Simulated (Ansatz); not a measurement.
The cluster Zn2Te: single points at one geometry.

```yaml
crystal:
  periodic: [false, false, false]
  atoms:
    - {symbol: Zn, position_ang: [1.824536, 0.960346, 0.762085]}
    - {symbol: Zn, position_ang: [-2.122974, -0.569345, 0.028470]}
    - {symbol: Te, position_ang: [0.298438, -0.391001, -0.790554]}
basis:
  gaussian: {orbitals: def2-TZVP, initial_orbitals: start.molden}
hamiltonian: {xc: r2scan, dispersion: d4}
scf: {omitted_lower_state_checks: [starts]}
output: {orbitals: {seedname: orbitals}}
```

The file start.molden holds the orbitals of an earlier run on this structure, at another level or in another basis.

```sh
$ ansatz run in.yaml --threads 4 --pin off --events-out ev --progress --plain --max-ram 3916MiB
```

Output, abridged:

```
Functional definition: r2SCAN
1306 factors; their error is unknown
mean field evaluation 1: about -104135.0880 eV, gradient 7.8e0 eV
mean field evaluation 2: about -104135.1613 eV, gradient 1.3e-1 eV
mean field evaluation 4: about -104135.0205 eV, gradient 5.3e-4 eV
mean field evaluation 8: about -104135.0205 eV, gradient 1.7e-5 eV
mean field -104135.02049428 eV, -3826.8914179126 hartree, gradient 1.7e-5 eV, S^2 0.000000; 0 other end points of the search recorded, 0 dependent functions left out
reference -104135.02050477 eV, -3826.8914182982 hartree; 42, 42 occupied and 104, 104 virtual orbitals, 1306 factors
Total energy: -104135.04265415 eV, -3826.8922322728 hartree
Checks for a lower state left out: starts
```

Run time 3 s (4 threads of Arm Neoverse V2 on a shared host).

The first input with `hamiltonian: {xc: pbe, dispersion: d4}` (abridged; 1.3 s):

```
Functional definition: PBE
mean field -104118.66695409 eV, -3826.2904363958 hartree, gradient 2.2e-5 eV, S^2 0.000000
Total energy: -104118.78467682 eV, -3826.2947626260 hartree
Checks for a lower state left out: starts
```

The first input with `hamiltonian: {xc: pbe0, dispersion: d4}` (abridged; 2.4 s):

```
Functional definition: PBE0
mean field -104119.79573498 eV, -3826.3319183280 hartree, gradient 3.5e-5 eV, S^2 0.000000
Total energy: -104119.89732181 eV, -3826.3356515754 hartree
Checks for a lower state left out: starts
```

Geometry: PBE-D4/def2-TZVP, that of the charge +1 doublet.

In the def2 sets Te takes a core potential; there is no spin–orbit coupling. A triplet lies near this restricted singlet, and broken spin symmetry wasn't tried. At PBE0-D4/def2-TZVP a triplet of charge 0 lies 0.36 eV below the restricted singlet at the same geometry. The structure comes from a short search, and lower isomers may exist.
